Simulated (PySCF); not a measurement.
C₃H₉FSi₂. Atoms are numbered in the order given.

```xyz
15

F      2.1649     0.4668     0.8330
Si     0.9927    -0.6688     0.8734
C     -0.3746    -0.2001    -0.2764
Si    -1.1028     1.5114    -0.0938
C     -1.3131    -1.3427    -0.6471
C     -0.3663    -0.8090    -1.6695
H      0.5163    -0.7432     2.2812
H      1.5825    -1.9687     0.4446
H     -2.3202     1.6002    -0.9569
H     -1.4885     1.7652     1.3262
H     -0.1281     2.5564    -0.5182
H     -2.3797    -1.1176    -0.7521
H     -1.1121    -2.3364    -0.2290
H     -0.7772    -0.2117    -2.4908
H      0.4886    -1.4301    -1.9583
```
Charge 0, spin multiplicity 1.

Coordinates come from a ωB97X-D3(BJ)/def2-SVP optimisation. This is a generated structure with no PubChem entry under its InChIKey; it may be hypothetical. One conformer was computed; it need not be the lowest.

Level of theory: PBE/def2-TZVP run with PySCF.

The molecule is in vacuum.

Q: Estimate the frontier levels, gap, dipole moment and polarisability. (The exact figures need the calculation; the answer reports its results.)

A: 
- highest occupied level = -7.25 eV
- lowest empty level = -0.76 eV
- orbital gap = 6.49 eV
- dipole moment = 2.10 D
- quadrupole, principal values (traceless, Buckingham form, about the centre of nuclear charge) = -3.82, 1.50, 2.32 D·Å
- mean static polarisability = 87.0 bohr³ (12.89 Å³)
- polarisability, principal values = 77.0, 90.4, 93.5 bohr³
